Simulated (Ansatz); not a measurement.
`BC(F)F` → `BF` + `[CH]F`  (formal loss of a carbene)

Calculated with Ansatz (gas phase, PBE0-D4/def2-TZVP geometries, no zero-point term in ΔE). CCSD(T)/CBS is the MP2 limit (def2-TZVPP, def2-QZVPP) plus CCSD(T) − MP2 in def2-TZVPP, frozen cores. This one scheme is used for every species. Functionals use def2-TZVPP.

Q: Is it downhill or uphill in electronic energy at CCSD(T)/CBS, and by how much? (Estimate.)

A: Ansatz gave: Uphill: ΔE = +1.88 eV.

Q: What do these levels give: revPBE-D4, B97M-V, ωB97M-V, B2PLYP, r2SCAN, HF/def2-SVP? (An estimate is asked.)

A: Computed: revPBE-D4 2.04, B97M-V 1.96, ωB97M-V 1.93, B2PLYP 1.89, r2SCAN 2.17, HF/def2-SVP 1.68 eV.

Largest T1 diagnostic among the species: 0.018.

From PBE to PBE0 (25 % exact exchange), in def2-TZVPP and without D4, ΔE moves by +0.07 eV. In def2-TZVPP, CCSD(T) changes the Hartree–Fock value by +0.31 eV (the triples alone add +0.01 eV) and MP2 by +0.51 eV.
